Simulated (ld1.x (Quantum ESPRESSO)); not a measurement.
## Plane-wave convergence, PAW potential for Au

Au, PAW, made with ld1.x (Quantum ESPRESSO) 7.5 (LDA (PZ), scalar-relativistic). Core [Xe] 4f14, reference 5d10 6s1 6p0. Waves: 6s (bound): rcut 1.55, rcutus 2.10 bohr; 6s channel at 0.2 Ry: rcut 1.55, rcutus 2.10 bohr; 6p (bound, empty): rcut 2.60, rcutus 2.95 bohr; 6p channel at 0.45 Ry: rcut 2.60, rcutus 2.95 bohr; 5d (bound): rcut 1.90, rcutus 2.45 bohr; 5d channel at -0.15 Ry: rcut 1.90, rcutus 2.45 bohr. Local part: all-electron potential smoothed inside 1.75 bohr (lloc = -1). Core correction: a·sin(br)/r model core inside 1.35 bohr. Augmentation charge: BESSEL, radius 1.20 bohr.

The pseudo-atom Hamiltonian at the reference potential is diagonalised in spherical Bessel functions j_l(qr) that vanish at 20 bohr, with q² up to the cutoff. All-electron valence levels (Ry): 6s -0.4476, 6p -0.0652, 5d -0.5231.

Question: How do the lowest levels (Ry) of each channel move with the cutoff, and are there ghosts?

Answer:

| cutoff (Ry) | s #1 | s #2 | p #1 | p #2 | d #1 | f #1 | Σ f·Δε (mRy) |
| --- | --- | --- | --- | --- | --- | --- | --- |
| 8 | -1.6776 | -0.4451 | -0.0651 | 0.0570 | -0.4067 | 0.1160 | 1166.5 |
| 10 | -2.7085 | -0.4472 | -0.0651 | 0.0570 | -0.4773 | 0.1160 | 458.1 |
| 12 | -3.4794 | -0.4472 | -0.0651 | 0.0570 | -0.5089 | 0.1160 | 142.9 |
| 15 | -4.0306 | -0.4473 | -0.0651 | 0.0570 | -0.5199 | 0.1160 | 32.2 |
| 18 | -4.5636 | -0.4476 | -0.0651 | 0.0570 | -0.5227 | 0.1160 | 3.7 |
| 21 | -4.7793 | -0.4476 | -0.0651 | 0.0570 | -0.5228 | 0.1160 | 3.4 |
| 25 | -4.9158 | -0.4476 | -0.0651 | 0.0570 | -0.5229 | 0.1160 | 2.2 |
| 30 | -5.0214 | -0.4476 | -0.0651 | 0.0570 | -0.5230 | 0.1160 | 0.6 |
| 35 | -5.0616 | -0.4476 | -0.0651 | 0.0570 | -0.5231 | 0.1160 | 0.4 |
| 40 | -5.0746 | -0.4476 | -0.0651 | 0.0570 | -0.5231 | 0.1160 | 0.2 |
| 400 | -5.0806 | -0.4476 | -0.0651 | 0.0570 | -0.5231 | 0.1160 | 0.0 |

Result: ghost state, extra bound levels that the all-electron valence spectrum of the same l lacks: s at -69.1 eV (a true bound ghost makes a file unfit for plane-wave use); 10 mRy is reached at 18 Ry and 1 mRy at 30 Ry.
